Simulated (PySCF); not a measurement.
## Radial density of Ni (nickel, neutral)

UHF, [Ar] 3d8 4s2, high-spin 3F determinant. All numbers are calculated (PySCF 2.14, the spin-free X2C one-electron Hamiltonian (Gaussian nucleus), in x2c-QZVPPall).

| r (bohr) | 4πr²ρ (e/bohr) | 4πr²(ρα − ρβ) |
| --- | --- | --- |
| 0.00102 | 0.2733 | 0.0000 |
| 0.00172 | 0.6930 | 0.0000 |
| 0.00289 | 1.717 | 0.0000 |
| 0.00486 | 4.088 | 0.0000 |
| 0.00818 | 9.083 | -0.0001 |
| 0.0138 | 17.92 | -0.0002 |
| 0.0231 | 28.95 | -0.0004 |
| 0.0389 | 34.02 | -0.0007 |
| 0.0655 | 28.16 | 0.0005 |
| 0.110 | 30.23 | 0.0260 |
| 0.185 | 38.12 | 0.2153 |
| 0.312 | 19.91 | 0.9404 |
| 0.524 | 19.05 | 2.0382 |
| 0.882 | 15.29 | 1.7431 |
| 1.48 | 3.719 | 0.5561 |
| 2.49 | 1.070 | 0.0620 |
| 4.20 | 0.3059 | -0.0140 |
| 7.06 | 0.01755 | -0.0023 |
| 11.9 | 3.990e-05 | 0.0000 |

Densities and radii are taken from the X2C orbitals without a picture-change correction, which distorts them close to the nucleus.

Task: Where is the radial spin density 4πr²(ρα − ρβ) most negative, and why is it negative at all?

Result: Around r = 4.20 bohr, down to -0.0140 e/bohr: exchange with the open shell polarises the paired shells in an unrestricted calculation.
